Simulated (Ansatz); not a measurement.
Start from `B[CH]([SiH3])[GeH3]` and change one atom or group to get `B[CH](O)[GeH3]`.

Ansatz, PBE0-D4/def2-TZVP geometries, multiplicity 1. Each molecule was computed in one conformer, which needn't be the lowest.

Scalar relativity is left out up to krypton.

| property | `B[CH]([SiH3])[GeH3]` |
| --- | --- |
| LUMO energy (B3LYP/def2-TZVPP) / eV | -1.50 |
| size of the dipole moment (ωB97M-V/def2-TZVPP) / D | 0.96 |
| LUMO energy (ωB97M-V/def2-TZVPP) / eV | 0.56 |
| HOMO–LUMO gap (ωB97M-V/def2-TZVPP) / eV | 11.26 |
| HOMO–LUMO gap (B3LYP/def2-TZVPP) / eV | 6.81 |
| HOMO energy (ωB97M-V/def2-TZVPP) / eV | -10.70 |

What does the change do to each property? (Estimate.)

Ansatz gave: 
| property | `B[CH](O)[GeH3]` | shift |
| --- | --- | --- |
| LUMO energy (B3LYP/def2-TZVPP) / eV | -0.81 | 0.69 |
| size of the dipole moment (ωB97M-V/def2-TZVPP) / D | 2.48 | 1.52 |
| LUMO energy (ωB97M-V/def2-TZVPP) / eV | 1.25 | 0.69 |
| HOMO–LUMO gap (ωB97M-V/def2-TZVPP) / eV | 10.77 | -0.49 |
| HOMO–LUMO gap (B3LYP/def2-TZVPP) / eV | 6.36 | -0.45 |
| HOMO energy (ωB97M-V/def2-TZVPP) / eV | -9.52 | 1.18 |

With PBE0 the HOMO rises by 1.11 eV and the LUMO rises by 0.69 eV, so the gap narrows by about 0.42 eV. PBE moves the HOMO by 1.03 eV and ωB97M-V by 1.18 eV. Dipoles are sizes alone; their direction can turn.

B3LYP here is the variant with VWN-RPA as its local correlation; programs differ in this.
